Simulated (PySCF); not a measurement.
Excitation energy of S⁺ by level of theory

S⁺ [Ne] 3s2 3p3 (4S) → S⁺ [Ne] 3s1 3p3 3d1 (6D), as a difference of total energies. All numbers are calculated (PySCF 2.14, no relativity, point nucleus, in aug-cc-pwCVDZ). Correlated levels: valence: [Ne] frozen. The calculations carry no spin-orbit coupling.

```json
{"method": "UHF", "excitation energy (eV)": "18.756"}
{"method": "MP2 (valence)", "excitation energy (eV)": "20.256"}
{"method": "SCS-MP2 (valence)", "excitation energy (eV)": "20.506"}
{"method": "CCSD (valence)", "excitation energy (eV)": "20.623"}
{"method": "CCSD(T) (valence)", "excitation energy (eV)": "20.658"}
```

Q: How much does correlation contribute at CCSD(T) (valence)?

A: 20.658 − (18.756) = 1.902 eV, measured against UHF.

The promoted electron is Rydberg-like, and one or two diffuse shells describe it only roughly, which tends to raise the upper state.
